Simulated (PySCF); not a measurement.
**Calculated properties of `CCc1cc(C)n([SiH3])c1`**

Species: C₇H₁₃NSi.
Cartesian coordinates in Å at the PBE0-D3(BJ)/def2-SVP level; atoms count from 1:
```xyz
22
C7H13NSi angstrom
C      3.328    0.095    0.150
C      2.334    0.725   -0.821
C      0.909    0.366   -0.533
C      0.307   -0.925   -0.664
C     -1.009   -0.829   -0.276
C     -2.075   -1.868   -0.234
N     -1.250    0.483    0.100
Si    -2.783    1.154    0.669
C     -0.074    1.200   -0.059
H      3.240   -1.002    0.152
H      3.142    0.440    1.179
H      4.366    0.350   -0.115
H      2.439    1.822   -0.801
H      2.587    0.417   -1.851
H      0.792   -1.835   -1.016
H     -2.484   -2.008    0.782
H     -2.921   -1.627   -0.900
H     -1.667   -2.834   -0.558
H     -3.232    0.462    1.912
H     -3.843    0.999   -0.370
H     -2.525    2.594    0.939
H     -0.030    2.263    0.177
```

Structural features include: pyrrole-type ring nitrogen and Si–H bond.

From PBE0-D3(BJ)/def2-SVP geometry optimisation, gas phase (PySCF):

- Point group: C1
- Rotational constants A, B, C: 2.665, 0.800, 0.653 GHz

From PBE0/def2-SVPD ground state, ΔSCF and vertical TDDFT (core frozen in the response) (PySCF):

* Dipole moment: 1.16 D
* HOMO energy: -5.83 eV
* LUMO energy: 0.29 eV
* HOMO–LUMO gap: 6.12 eV
* Lowest singlet excitation: 5.07 eV (244 nm, f = 0.001)
* Strongest line among the 10 lowest singlet transitions: S7 at 6.12 eV (203 nm, f = 0.085)
* Lowest triplet excitation (Tamm–Dancoff): 4.00 eV
* Static isotropic polarisability: 118.3 au
* Vertical ionisation energy: 7.55 eV
* Electronic spatial extent ⟨r²⟩ about the centre of nuclear charge: 1835 bohr²

PBE0/pcSseg-1 ground state and GIAO shieldings, non-relativistic (PySCF):

- Lowest Hirshfeld atomic charge: -0.12 e on C1/C6
- Highest Hirshfeld atomic charge: +0.37 e on Si8
- 13C chemical shifts (computed TMS as zero) by class: 137.0 (C5), 134.2 (C3), 126.7 (C9), 117.9 (C4), 23.8 (C2), 20.0 (C1), 14.6 (C6) ppm
- 1H chemical shifts (computed TMS as zero) by class: 6.39 (H22), 6.19 (H15), 4.93 (H19/H20/H21), 2.33 (H16/H17/H18), 2.30 (H13/H14), 1.11 (H10/H11/H12) ppm
- Isotropic shieldings of nuclei other than C and H, by class: 103 (N7), 403 (Si8) ppm
- Mayer bond orders between heavy atoms: C1–C2 1.05, C2–C3 1.04, C3–C4 1.33, C4–C5 1.51, C5–C6 1.09, C5–N7 1.05, N7–Si8 0.84, N7–C9 1.07, C9–C3 1.57

delta-SCF UKS SCAN, pcX-2 on the ionised atom, pcseg-1 elsewhere, spin-free X2C; 2p3/2 from a spin–orbit splitting computed afterwards within the 2p shell (PySCF):

* Core binding energies: Si2p3/2 107.4 (Si8), C1s 289.2 (C4), C1s 289.4 (C3), C1s 290.0 (C9), C1s 290.2 (C1), C1s 290.4 (C2), C1s 290.4 (C5), C1s 290.8 (C6), N1s 405.0 (N7), Si1s 1847.2 (Si8) eV

Monoisotopic mass from the formula: 139.0817 u.

No computed singlet falls in the visible range (750 to 380 nm, 1.65 to 3.26 eV); S1 lies 1.81 eV above its blue end. The rotational constants make it an asymmetric top with κ = (2B − A − C)/(A − C) = -0.85, nearer the prolate limit (−1). The polarisability is 17.54 Å³ as a volume (1 au = 0.148185 Å³), or 1.56 au for each of the 76 electrons. The principal polarisabilities are 87.6, 118.0 and 149.4 au; their mean is the isotropic value. The dipole equals about 3.9 × 10⁻³⁰ C·m (1 D = 3.33564 × 10⁻³⁰ C·m). The largest Löwdin shares of the HOMO are 0.28 on C9, 0.22 on C5, 0.16 on C3 and 0.10 on C4.

 NMR classes are plain means over equivalent atoms (diastereotopic ones count apart unless rotation or inversion swaps them), as if these changed places fast; in this geometry the members of some classes differ.

For the core-ionisation job (SCAN ΔSCF), hardware: one thread, Arm Neoverse N1 (aarch64) (shared host). Cost: 6.6 min, 0.72 GiB resident at most.

One conformer stands for the species.
